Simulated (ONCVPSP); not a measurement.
## Pb (Z = 82): one change to an ONCV potential, before and after

| Item | Value |
| --- | --- |
| Element | lead (Pb) |
| Generator | ONCVPSP 4.0.1 |
| Type | optimised norm-conserving Vanderbilt (ONCV) |
| Functional | LDA (Perdew-Wang 92) |
| Relativity | fully relativistic |
| Frozen core | [Xe] 4f14 5d10 |
| Valence charge | 4 |
| Reference configuration | 6s2 6p2 |
| Partial waves | 6s: rc 2.10 bohr, ncon 4, nbas 8, qcut 3.4 1/bohr, 2 projectors, debl 0.7 Ha; 6p: rc 2.05 bohr, ncon 4, nbas 8, qcut 4 1/bohr, 2 projectors, debl 2.7 Ha |
| Local potential | polynomial inside 1.60 bohr (lpopt 4, dvloc0 0 Ha) |
| Core correction | none |

Open shells are filled in proportion to 2j + 1.

Change: p: qcut 2.9.

Cutoffs: the cutoffs (Ha) at which the residual kinetic energy of the hardest occupied pseudo-wave falls to 1 and 0.1 mHa per electron; they do not see the model core or the augmentation charge, which bear on the density cutoff. Errors are all-electron minus pseudo energies relative to the spin-unpolarised reference configuration.

Q: How do hardness, ghosts and transferability respond?

A: The potential gets neither clearly harder nor softer (7.6 Ha and 43 Ha → 9.5 Ha and 42 Ha); the bound ghost in p disappears; the errors of the 4 common tests hardly move; the range in which the p3/2 phases agree narrows (upper end at the end of the scan → 3.2).

```csv
quantity,base,changed
"cutoff, loose",7.6 Ha,9.5 Ha
"cutoff, tight",43 Ha,42 Ha
loose cutoff by channel,"s 7.6 Ha, p 6.3 Ha","s 7.6 Ha, p 9.5 Ha"
bound ghosts,p3/2,none
GHOST(+) flags under 300 eV,s at 22.9 eV,"s at 22.9 eV, p3/2 at 89.2 eV, p1/2 at 120.7 eV"
"error for 6s2 6p1, meV [ΔE 6.95 eV]",+8.7,+9.1
"error for 6s2 6p0, meV [ΔE 20.87 eV]",+69,+69
"error for 6s1 6p0, meV [ΔE 53.74 eV]",+278,+275
"error for 6s2 6p1.5, meV [ΔE 2.67 eV]",+1.6,+1.7
s: phases at 2.13 bohr within 0.05 rad from the reference energy up to (Ha; the scan ends near 5),3.7,3.7
p3/2: phases at 2.08 bohr within 0.05 rad from the reference energy up to (Ha; the scan ends near 5),to the end of the scan,3.2
p1/2: phases at 2.08 bohr within 0.05 rad from the reference energy up to (Ha; the scan ends near 5),3.7,3.7
```

Base: The cutoffs count occupied waves only; projector 2 of the p channel, the hardest unoccupied one, needs 52 Ha at the loose tolerance. Changed file: The cutoffs count occupied waves only; projector 2 of the p channel, the hardest unoccupied one, needs 63 Ha at the loose tolerance. A true bound ghost makes a file unfit for plane-wave use even where its test errors are small: the radial tests pick states by their node count and pass the ghost by.
